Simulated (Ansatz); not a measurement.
Steps of a relaxation of GeH6OSSi, SMILES `S[SiH2][O][GeH3]` with RKS PBE-D4/def2-SVP.

```sh
$ ansatz run in.yaml --threads 4 --pin off --events-out ev --progress --plain --max-ram 10444MiB
```

```yaml
crystal:
  periodic: [false, false, false]
  atoms:
    - {symbol: S, position_ang: [-1.920700, 0.983600, -2.011800]}
    - {symbol: Si, position_ang: [-0.469800, 0.611200, -0.550200]}
    - {symbol: O, position_ang: [-0.488200, -1.069700, -0.225100]}
    - {symbol: Ge, position_ang: [0.899100, -1.290100, 1.017000]}
    - {symbol: H, position_ang: [-1.668000, 2.396400, -2.031600]}
    - {symbol: H, position_ang: [-0.777100, 1.388800, 0.671500]}
    - {symbol: H, position_ang: [0.870100, 1.035000, -1.070700]}
    - {symbol: H, position_ang: [0.948200, -2.786200, 1.384900]}
    - {symbol: H, position_ang: [0.490800, -0.472800, 2.340800]}
    - {symbol: H, position_ang: [2.198700, -0.847400, 0.478200]}
basis:
  gaussian: {orbitals: def2-SVP}
hamiltonian: {xc: pbe, dispersion: d4}
relax: {f_tol: 0.03, max_steps: 200}
```

Positions (Å) and forces (eV/Å) along the path, 15 of 35 steps:

```xyz
10
step=1 energy=-77343.2080 eV
S    -1.921    0.984   -2.012   -0.647    1.430   -0.871
Si   -0.470    0.611   -0.550    0.159   -0.622   -0.005
O    -0.488   -1.070   -0.225    1.076    0.925    0.578
Ge    0.899   -1.290    1.017   -1.925   -0.607    1.150
H    -1.668    2.396   -2.032   -0.195   -1.462    0.091
H    -0.777    1.389    0.671   -0.015    0.225    0.448
H     0.870    1.035   -1.071    0.235    0.018    0.053
H     0.948   -2.786    1.385   -0.089   -0.118   -0.112
H     0.491   -0.473    2.341    0.229   -0.304   -0.691
H     2.199   -0.847    0.478    1.171    0.515   -0.640
10
step=3 energy=-77343.5809 eV
S    -1.995    0.946   -2.077    0.069   -0.172    0.086
Si   -0.460    0.711   -0.569    0.033   -0.348    0.095
O    -0.355   -0.930   -0.148    0.211    0.525    0.126
Ge    0.910   -1.370    1.110   -0.116   -0.046   -0.437
H    -1.783    2.292   -2.115    0.005    0.016    0.006
H    -0.801    1.533    0.655    0.011   -0.014   -0.077
H     0.881    1.180   -1.091   -0.089    0.016    0.005
H     0.820   -2.903    1.314   -0.038    0.082   -0.047
H     0.575   -0.582    2.394   -0.005    0.025    0.142
H     2.290   -0.929    0.530   -0.081   -0.085    0.099
10
step=6 energy=-77343.6641 eV
S    -1.973    0.772   -2.055    0.025    0.012    0.027
Si   -0.415    0.863   -0.566    0.016   -0.066    0.026
O    -0.228   -0.716   -0.055    0.027    0.061    0.009
Ge    0.931   -1.424    1.136   -0.012    0.007   -0.016
H    -1.964    2.127   -2.202   -0.026    0.012   -0.023
H    -0.812    1.766    0.579   -0.011   -0.005   -0.028
H     0.873    1.395   -1.149   -0.016   -0.004   -0.001
H     0.635   -2.941    1.139   -0.005    0.009   -0.004
H     0.660   -0.777    2.521    0.008   -0.015    0.001
H     2.376   -1.116    0.655   -0.005   -0.010    0.009
10
step=8 energy=-77343.6615 eV rejected
S    -1.832    0.723   -2.171   -0.174    0.755    0.045
Si   -0.379    0.910   -0.585    0.008    0.046    0.038
O    -0.227   -0.623    0.046   -0.015   -0.004    0.025
Ge    0.936   -1.442    1.152    0.020    0.019   -0.007
H    -2.173    2.076   -2.084    0.167   -0.741   -0.046
H    -0.891    1.908    0.433    0.042   -0.061   -0.077
H     0.960    1.386   -1.097   -0.030   -0.011    0.033
H     0.566   -2.941    1.085    0.000    0.005    0.000
H     0.741   -0.865    2.581    0.001   -0.007   -0.012
H     2.382   -1.182    0.644   -0.019    0.000    0.002
10
step=9 energy=-77343.6721 eV
S    -1.872    0.743   -2.138    0.010    0.062   -0.005
Si   -0.389    0.892   -0.579   -0.013   -0.018    0.002
O    -0.242   -0.657    0.018    0.000    0.007    0.013
Ge    0.932   -1.434    1.144    0.023    0.001   -0.004
H    -2.103    2.089   -2.112   -0.018   -0.042   -0.006
H    -0.866    1.864    0.472    0.002    0.006   -0.015
H     0.941    1.375   -1.102    0.005   -0.007    0.007
H     0.595   -2.941    1.103   -0.002   -0.001   -0.004
H     0.715   -0.835    2.559    0.004   -0.003    0.008
H     2.373   -1.148    0.637   -0.011   -0.005    0.004
10
step=11 energy=-77343.6848 eV
S    -1.756    0.754   -2.226    0.004    0.053   -0.021
Si   -0.368    0.911   -0.579   -0.011   -0.033    0.001
O    -0.298   -0.606    0.111   -0.013    0.036    0.016
Ge    0.924   -1.434    1.147   -0.002    0.001    0.003
H    -2.236    2.017   -2.034    0.011   -0.056    0.020
H    -0.888    1.960    0.370   -0.005    0.003   -0.004
H     1.014    1.309   -1.031    0.011   -0.003   -0.007
H     0.578   -2.938    1.059    0.003    0.008   -0.002
H     0.772   -0.895    2.595    0.004   -0.009   -0.002
H     2.342   -1.130    0.591   -0.001   -0.002   -0.004
10
step=12 energy=-77343.6871 eV
S    -1.704    0.762   -2.265   -0.137    0.380    0.086
Si   -0.354    0.920   -0.587   -0.019   -0.005   -0.053
O    -0.304   -0.586    0.125    0.007    0.012    0.068
Ge    0.916   -1.431    1.150    0.012   -0.028    0.007
H    -2.286    1.973   -1.963    0.110   -0.335   -0.096
H    -0.894    1.985    0.335    0.024   -0.034   -0.025
H     1.035    1.303   -1.031    0.005   -0.008    0.029
H     0.564   -2.933    1.047   -0.004    0.011    0.004
H     0.777   -0.910    2.606    0.000   -0.004   -0.022
H     2.333   -1.135    0.587    0.002    0.009    0.001
10
step=15 energy=-77343.7067 eV
S    -1.605    0.819   -2.329   -0.104    0.215    0.068
Si   -0.332    0.933   -0.587   -0.007   -0.039   -0.007
O    -0.361   -0.535    0.211    0.039    0.049    0.019
Ge    0.901   -1.424    1.151   -0.032    0.021   -0.010
H    -2.394    1.855   -1.899    0.110   -0.219   -0.063
H    -0.869    2.048    0.271    0.026   -0.012   -0.008
H     1.087    1.231   -1.000   -0.021   -0.009    0.013
H     0.557   -2.924    0.998   -0.006    0.004   -0.005
H     0.803   -0.966    2.630    0.004   -0.009   -0.005
H     2.297   -1.087    0.557   -0.008   -0.001   -0.003
10
step=17 energy=-77343.7377 eV
S    -1.475    0.900   -2.369   -0.299    0.120   -0.175
Si   -0.289    0.989   -0.591    0.136    0.026    0.277
O    -0.382   -0.422    0.299    0.018   -0.005    0.024
Ge    0.866   -1.413    1.148   -0.021    0.013   -0.011
H    -2.536    1.560   -1.806    0.157   -0.159   -0.069
H    -0.791    2.147    0.225    0.012   -0.001   -0.002
H     1.137    1.211   -1.017    0.016   -0.005   -0.028
H     0.488   -2.895    0.908   -0.015    0.017   -0.007
H     0.805   -1.053    2.656    0.000   -0.005   -0.011
H     2.259   -1.072    0.549   -0.005   -0.002    0.002
10
step=21 energy=-77343.7813 eV
S    -1.345    0.797   -2.361    0.076   -0.029    0.089
Si   -0.237    1.162   -0.538    0.122   -0.114    0.088
O    -0.271   -0.085    0.574   -0.027    0.021   -0.028
Ge    0.822   -1.415    1.122   -0.062    0.129   -0.064
H    -2.555    0.992   -1.768   -0.029   -0.013    0.001
H    -0.807    2.378    0.132   -0.012   -0.031    0.003
H     1.178    1.392   -0.999   -0.021    0.029   -0.055
H     0.180   -2.759    0.699   -0.012   -0.002   -0.027
H     0.894   -1.293    2.663   -0.002    0.000    0.010
H     2.224   -1.221    0.479   -0.032    0.010   -0.017
10
step=25 energy=-77343.8166 eV
S    -1.218    0.599   -2.266    0.004   -0.038    0.004
Si   -0.185    1.249   -0.484    0.008   -0.011    0.015
O    -0.164    0.133    0.755   -0.025    0.017    0.028
Ge    0.762   -1.383    1.077   -0.005    0.018   -0.043
H    -2.453    0.645   -1.690    0.007   -0.011    0.000
H    -0.858    2.466    0.073    0.009    0.020    0.003
H     1.202    1.543   -0.987    0.003    0.013    0.002
H    -0.055   -2.586    0.544   -0.013    0.002   -0.012
H     0.913   -1.440    2.615    0.007   -0.003   -0.002
H     2.139   -1.277    0.366    0.004   -0.007    0.003
10
step=28 energy=-77343.8364 eV
S    -1.106    0.427   -2.175    0.032    0.004    0.019
Si   -0.149    1.306   -0.444   -0.041   -0.006    0.036
O    -0.082    0.275    0.869    0.044   -0.057   -0.029
Ge    0.707   -1.350    1.024   -0.039    0.053    0.015
H    -2.342    0.394   -1.600    0.013   -0.011    0.004
H    -0.907    2.514    0.020    0.016   -0.008   -0.012
H     1.222    1.664   -0.950   -0.018   -0.003   -0.011
H    -0.240   -2.435    0.447    0.008    0.041    0.007
H     0.919   -1.528    2.547   -0.006   -0.012   -0.015
H     2.061   -1.319    0.264   -0.010   -0.002   -0.015
10
step=29 energy=-77343.8406 eV
S    -1.062    0.387   -2.148    0.000   -0.002    0.015
Si   -0.142    1.322   -0.426   -0.013    0.001    0.002
O    -0.058    0.311    0.902    0.025   -0.026   -0.020
Ge    0.689   -1.337    1.013   -0.012    0.007   -0.010
H    -2.301    0.308   -1.582    0.024   -0.005    0.004
H    -0.919    2.526    0.012    0.002   -0.007    0.001
H     1.220    1.695   -0.943   -0.008    0.006    0.005
H    -0.298   -2.380    0.429    0.000    0.022    0.016
H     0.927   -1.555    2.526   -0.009    0.003   -0.013
H     2.026   -1.328    0.221   -0.010    0.001    0.001
10
step=31 energy=-77343.8444 eV
S    -0.960    0.319   -2.107   -0.057   -0.004    0.058
Si   -0.121    1.361   -0.402   -0.028    0.015   -0.013
O     0.000    0.377    0.943    0.036   -0.056   -0.034
Ge    0.648   -1.320    0.983   -0.015    0.000   -0.051
H    -2.178    0.131   -1.515    0.073    0.011   -0.042
H    -0.976    2.526   -0.004    0.024   -0.016    0.004
H     1.222    1.807   -0.915   -0.022    0.004    0.015
H    -0.433   -2.285    0.429    0.012    0.029    0.045
H     0.946   -1.583    2.479   -0.001    0.009   -0.027
H     1.935   -1.385    0.112   -0.022    0.009    0.045
10
step=35 energy=-77343.8477 eV
S    -0.897    0.329   -2.124    0.004    0.001   -0.004
Si   -0.121    1.380   -0.397    0.015    0.011    0.024
O     0.043    0.379    0.930    0.001    0.009   -0.025
Ge    0.636   -1.333    0.979    0.002    0.002    0.000
H    -2.115    0.094   -1.559   -0.010   -0.003    0.001
H    -1.030    2.498    0.020    0.010   -0.016   -0.010
H     1.198    1.906   -0.894   -0.018   -0.008    0.012
H    -0.514   -2.269    0.532    0.006    0.005    0.001
H     1.009   -1.562    2.463    0.000    0.000   -0.002
H     1.874   -1.472    0.052   -0.011    0.000    0.002
```

Hardware: 4 threads of an Intel Xeon 6975P-C on a shared host. Wall time 23 s, peak host memory 0.18 GiB.
